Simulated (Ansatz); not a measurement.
Geometry optimisation of the cluster Cr3N3.

```yaml
crystal:
  periodic: [false, false, false]
  atoms:
    - {symbol: Cr, position_ang: [-1.917110, 0.360120, -0.491140]}
    - {symbol: Cr, position_ang: [0.136130, -0.903770, 0.153290]}
    - {symbol: Cr, position_ang: [0.190830, 1.361820, -0.327790]}
    - {symbol: N, position_ang: [1.317170, 0.397090, 1.057200]}
    - {symbol: N, position_ang: [1.787800, 0.099230, -0.026620]}
    - {symbol: N, position_ang: [-1.514820, -1.314490, -0.364940]}
basis:
  gaussian: {orbitals: def2-SVP}
magnetization: {spin_polarized: true, initial_magnetization: 1}
hamiltonian: {xc: r2scan, dispersion: d4}
scf: {lower_state_search: "off"}
output: {orbitals: {seedname: orbitals}}
relax: {f_tol: 0.02, max_steps: 100}
```

```sh
$ ansatz run in.yaml --threads 4 --pin off --events-out ev --progress --plain --max-ram 4787MiB
```

Output, abridged:

```
Functional definition: r2SCAN
mean field -89713.44790740 eV, -3296.9084006378 hartree, gradient 1.8e-6 eV, S^2 5.403742; 0 other end points of the search recorded, 0 dependent functions left out
relax step   1: F+E_penalty+E_count = -89713.51413312 eV  Δ(F+E_penalty+E_count) = +0.000e0 eV  max|allowed force component| = 2.357e0 eV/Å  Δτ_max = 0.0000 Å  (250 SCF iters, accepted)
mean field -89713.79453308 eV, -3296.9211388967 hartree, gradient 2.9e-6 eV, S^2 5.561736; 0 other end points of the search recorded, 0 dependent functions left out
relax step   2: F+E_penalty+E_count = -89713.86169377 eV  Δ(F+E_penalty+E_count) = -3.476e-1 eV  max|allowed force component| = 1.646e0 eV/Å  Δτ_max = 0.0858 Å  (61 SCF iters, accepted)
mean field -89714.12472904 eV, -3296.9332733745 hartree, gradient 9.2e-6 eV, S^2 5.796020; 0 other end points of the search recorded, 0 dependent functions left out
relax step   3: F+E_penalty+E_count = -89714.19312055 eV  Δ(F+E_penalty+E_count) = -3.314e-1 eV  max|allowed force component| = 5.642e-1 eV/Å  Δτ_max = 0.1620 Å  (59 SCF iters, accepted)
mean field -89714.18219896 eV, -3296.9353853550 hartree, gradient 2.6e-6 eV, S^2 5.933869; 0 other end points of the search recorded, 0 dependent functions left out
relax step   4: F+E_penalty+E_count = -89714.25091048 eV  Δ(F+E_penalty+E_count) = -5.779e-2 eV  max|allowed force component| = 5.944e-1 eV/Å  Δτ_max = 0.0758 Å  (55 SCF iters, accepted)
mean field -89714.23632258 eV, -3296.9373743613 hartree, gradient 2.4e-6 eV, S^2 6.063691; 0 other end points of the search recorded, 0 dependent functions left out
relax step   5: F+E_penalty+E_count = -89714.30554864 eV  Δ(F+E_penalty+E_count) = -5.464e-2 eV  max|allowed force component| = 1.411e0 eV/Å  Δτ_max = 0.1379 Å  (69 SCF iters, accepted)
mean field -89714.29020493 eV, -3296.9393545012 hartree, gradient 2.5e-6 eV, S^2 6.079837; 0 other end points of the search recorded, 0 dependent functions left out
relax step   6: F+E_penalty+E_count = -89714.36003820 eV  Δ(F+E_penalty+E_count) = -5.449e-2 eV  max|allowed force component| = 1.893e0 eV/Å  Δτ_max = 0.1049 Å  (60 SCF iters, accepted)
mean field -89714.26856779 eV, -3296.9385593508 hartree, gradient 2.1e-6 eV, S^2 5.871942; 0 other end points of the search recorded, 0 dependent functions left out
relax step   7: F+E_penalty+E_count = -89714.33890191 eV  Δ(F+E_penalty+E_count) = +2.114e-2 eV  max|allowed force component| = 1.734e0 eV/Å  Δτ_max = 0.2000 Å  (62 SCF iters, rejected (line search))
mean field -89714.40976196 eV, -3296.9437481410 hartree, gradient 2.5e-6 eV, S^2 5.992232; 0 other end points of the search recorded, 0 dependent functions left out
relax step   8: F+E_penalty+E_count = -89714.47930487 eV  Δ(F+E_penalty+E_count) = -1.193e-1 eV  max|allowed force component| = 9.483e-1 eV/Å  Δτ_max = 0.0974 Å  (53 SCF iters, accepted)
mean field -89714.45806150 eV, -3296.9455231164 hartree, gradient 1.9e-6 eV, S^2 5.913007; 0 other end points of the search recorded, 0 dependent functions left out
relax step   9: F+E_penalty+E_count = -89714.52724512 eV  Δ(F+E_penalty+E_count) = -4.794e-2 eV  max|allowed force component| = 9.665e-1 eV/Å  Δτ_max = 0.0999 Å  (61 SCF iters, accepted)
mean field -89714.50905721 eV, -3296.9473971742 hartree, gradient 7.6e-6 eV, S^2 5.814257; 0 other end points of the search recorded, 0 dependent functions left out
relax step  10: F+E_penalty+E_count = -89714.57787592 eV  Δ(F+E_penalty+E_count) = -5.063e-2 eV  max|allowed force component| = 1.368e0 eV/Å  Δτ_max = 0.1260 Å  (62 SCF iters, accepted)
mean field -89714.50119139 eV, -3296.9471081106 hartree, gradient 4.4e-6 eV, S^2 5.955292; 0 other end points of the search recorded, 0 dependent functions left out
relax step  11: F+E_penalty+E_count = -89714.57014100 eV  Δ(F+E_penalty+E_count) = +7.735e-3 eV  max|allowed force component| = 8.355e-1 eV/Å  Δτ_max = 0.1135 Å  (56 SCF iters, rejected (line search))
mean field -89714.56497721 eV, -3296.9494521961 hartree, gradient 9.9e-6 eV, S^2 5.831113; 0 other end points of the search recorded, 0 dependent functions left out
relax step  12: F+E_penalty+E_count = -89714.63372482 eV  Δ(F+E_penalty+E_count) = -5.585e-2 eV  max|allowed force component| = 2.216e-1 eV/Å  Δτ_max = 0.0552 Å  (55 SCF iters, accepted)
mean field -89714.63635158 eV, -3296.9520751559 hartree, gradient 2.8e-6 eV, S^2 5.783554; 0 other end points of the search recorded, 0 dependent functions left out
relax step  13: F+E_penalty+E_count = -89714.70476494 eV  Δ(F+E_penalty+E_count) = -7.104e-2 eV  max|allowed force component| = 5.919e-1 eV/Å  Δτ_max = 0.1000 Å  (86 SCF iters, accepted)
mean field -89714.67689071 eV, -3296.9535649416 hartree, gradient 2.7e-6 eV, S^2 5.722359; 0 other end points of the search recorded, 0 dependent functions left out
relax step  14: F+E_penalty+E_count = -89714.74474360 eV  Δ(F+E_penalty+E_count) = -3.998e-2 eV  max|allowed force component| = 2.072e0 eV/Å  Δτ_max = 0.1433 Å  (65 SCF iters, accepted)
mean field -89714.72747549 eV, -3296.9554238977 hartree, gradient 4.2e-6 eV, S^2 5.683309; 0 other end points of the search recorded, 0 dependent functions left out
relax step  15: F+E_penalty+E_count = -89714.79534442 eV  Δ(F+E_penalty+E_count) = -5.060e-2 eV  max|allowed force component| = 4.144e-1 eV/Å  Δτ_max = 0.1335 Å  (52 SCF iters, accepted)
mean field -89714.69978894 eV, -3296.9544064359 hartree, gradient 3.1e-6 eV, S^2 5.649545; 0 other end points of the search recorded, 0 dependent functions left out
relax step  16: F+E_penalty+E_count = -89714.76772920 eV  Δ(F+E_penalty+E_count) = +2.762e-2 eV  max|allowed force component| = 7.224e-1 eV/Å  Δτ_max = 0.0989 Å  (52 SCF iters, rejected (line search))
mean field -89714.74309254 eV, -3296.9559978137 hartree, gradient 2.6e-6 eV, S^2 5.670065; 0 other end points of the search recorded, 0 dependent functions left out
relax step  17: F+E_penalty+E_count = -89714.81098141 eV  Δ(F+E_penalty+E_count) = -1.564e-2 eV  max|allowed force component| = 1.035e-1 eV/Å  Δτ_max = 0.0455 Å  (45 SCF iters, accepted)
mean field -89714.74414882 eV, -3296.9560366316 hartree, gradient 2.9e-6 eV, S^2 5.678499; 0 other end points of the search recorded, 0 dependent functions left out
relax step  18: F+E_penalty+E_count = -89714.81200739 eV  Δ(F+E_penalty+E_count) = -1.026e-3 eV  max|allowed force component| = 6.768e-2 eV/Å  Δτ_max = 0.0091 Å  (46 SCF iters, accepted)
mean field -89714.74455080 eV, -3296.9560514038 hartree, gradient 1.8e-6 eV, S^2 5.683816; 0 other end points of the search recorded, 0 dependent functions left out
relax step  19: F+E_penalty+E_count = -89714.81238290 eV  Δ(F+E_penalty+E_count) = -3.755e-4 eV  max|allowed force component| = 2.006e-2 eV/Å  Δτ_max = 0.0095 Å  (47 SCF iters, accepted)
mean field -89714.74338342 eV, -3296.9560085037 hartree, gradient 2.7e-6 eV, S^2 5.684561; 0 other end points of the search recorded, 0 dependent functions left out
relax step  20: F+E_penalty+E_count = -89714.81115844 eV  Δ(F+E_penalty+E_count) = +1.224e-3 eV  max|allowed force component| = 2.253e-1 eV/Å  Δτ_max = 0.0086 Å  (49 SCF iters, rejected (line search))
mean field -89714.74468488 eV, -3296.9560563313 hartree, gradient 4.7e-6 eV, S^2 5.683962; 0 other end points of the search recorded, 0 dependent functions left out
relax step  21: F+E_penalty+E_count = -89714.81250157 eV  Δ(F+E_penalty+E_count) = -1.187e-4 eV  max|allowed force component| = 1.535e-2 eV/Å  Δτ_max = 0.0042 Å  (44 SCF iters, accepted)
Total energy: -89714.81254989 eV, -3296.9585503243 hartree
Atom 0 at    -2.162715     0.303343    -0.585495 Å, force    -0.000260    -0.000072     0.001643 eV/Å
Atom 1 at    -0.000517    -0.767054     0.504634 Å, force     0.003654    -0.002401    -0.015354 eV/Å
Atom 2 at    -0.172709     1.795711     0.127581 Å, force     0.002281    -0.001809    -0.000745 eV/Å
Atom 3 at     1.490480     0.504051     0.292470 Å, force    -0.005891     0.006742     0.000334 eV/Å
Atom 4 at     1.929784    -0.610171     0.273530 Å, force     0.002461    -0.004542     0.006916 eV/Å
Atom 5 at    -1.084323    -1.225879    -0.612720 Å, force    -0.002245     0.002083     0.007206 eV/Å
Dipole moment:    -0.506781     0.605978     0.165234 e Å
Checks for a lower state left out: stability, starts, cluster_reference, orbital_swaps, neighbouring_geometries, increment
```

Hardware: 4 threads of INTEL XEON PLATINUM 8581C on a shared host. Wall time 1.9 min.

The charge 0 doublet is spin-contaminated (final ⟨S²⟩ up to 5.68, 0.75 for a pure state). Another isomer (doublet) lies 0.77 eV lower at PBE0-D4/def2-TZVP; other spin states weren't run for this one.
